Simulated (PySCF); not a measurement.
Level of theory: PySCF with TPSSh-D3(BJ)/def2-TZVP // BP86-D3(BJ)/def2-SVP. All species are isolated molecules in the gas phase. One relaxed conformer stands for a flexible species; it need not be the lowest. 

Reference species: [Sc(NH2)3] (neutral, multiplicity 1).

| Property | Value |
|---|---|
| HOMO | -5.77 eV |
| mean distance from the central atom to its bonded neighbours | 1.992 Å |
| HOMO–LUMO gap | 4.51 eV |

Changed species: [Sc(NH2)(Br)2] (2 of 3 NH2 replaced by Br; the reference has 0 of 3 NH2 replaced by Br).

Q: Predict the effect on the HOMO, mean distance from the central atom to its bonded neighbours and HOMO–LUMO gap.

A: the HOMO drops by 1.62 eV, to -7.39 eV; the mean distance from the central atom to its bonded neighbours rises by 0.292 Å, to 2.284 Å; the HOMO–LUMO gap stays essentially unchanged.
